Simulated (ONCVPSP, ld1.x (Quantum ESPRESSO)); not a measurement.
**Potentials for Mg compared**

Generated with ld1.x 7.5 (TM, RRKJ, ultrasoft, PAW), atompaw 4.2 or ONCVPSP 4.0.1. The cutoff is in Ry: for ld1.x and atompaw files where the sum of valence levels is converged to 10 mRy in a Bessel basis, for ONCV files where the hardest occupied wave has 1 mHa per electron of residual kinetic energy. The error is the largest all-electron minus pseudo excitation energy over each file’s own four to seven test configurations (ionisations up to +4, promotions, holes and added fractions of an electron), all of which were solved. The labels leave out finer settings (local radius, basis sizes, second energies), which also bear on the numbers. Spin-polarised tests are not counted. The rows are a selection from randomly drawn settings: files with unsolved tests, undetermined cutoffs or missed reference levels are left out.

```csv
potential,cutoff (Ry),largest error (meV),bound ghosts
"RRKJ, PBEsol, non-relativistic, rc 0.85/0.85/0.70 (spd), local s, core correction yes, reference 2s2 2p6 3s0 3p0",180,+297,none
"ONCV, PBE, scalar-relativistic, rc 1.10/1.15 (sp), local smoothed, core correction no, reference 2s2 2p6 3s1, qcut 10.4/14.3, projectors 2/2",125,+255,none
"PAW, BLYP, scalar-relativistic, rc 2.55/2.80 (sp), local smoothed, core correction yes, reference 3s1.5 3p0",6,-8.2,none
"ONCV, PBE, scalar-relativistic, rc 1.00/0.60/1.00 (spd), local smoothed, core correction yes, reference 2s2 2p6 3s1, qcut 11.9/11.3/9.4, projectors 2/2/2",1112,+54,none
"ONCV, PBE, scalar-relativistic, rc 1.70/0.80/1.75 (spd), local smoothed, core correction yes, reference 2p6 3s0.5, qcut 3.7/18.5/6.3, projectors 2/2/3",252,+10,none
"ONCV, PBE, scalar-relativistic, rc 1.35/1.30 (sp), local smoothed, core correction no, reference 2s2 2p6 3s1, qcut 8.2/8.2, projectors 2/2",203,+528,none
```

(1) Fill in the row for Mg: ONCV, LDA (Perdew-Wang 92), scalar-relativistic, rc 1.35/1.10/1.40 (spd), local smoothed, core correction yes, reference 2s2 2p6 3s1.5, qcut 7.9/10.7/7.2, projectors 2/3/3.

(2) Fill in the row for Mg: TM, PBEsol, non-relativistic, rc 1.90/2.85/2.95 (spd), local p, core correction no, reference 3s1.5 3p0.

Answers

(1) cutoff 100 Ry, largest error -1.6 meV, bound ghosts: none.

(2) cutoff 6 Ry, largest error +54 meV, bound ghosts: none.
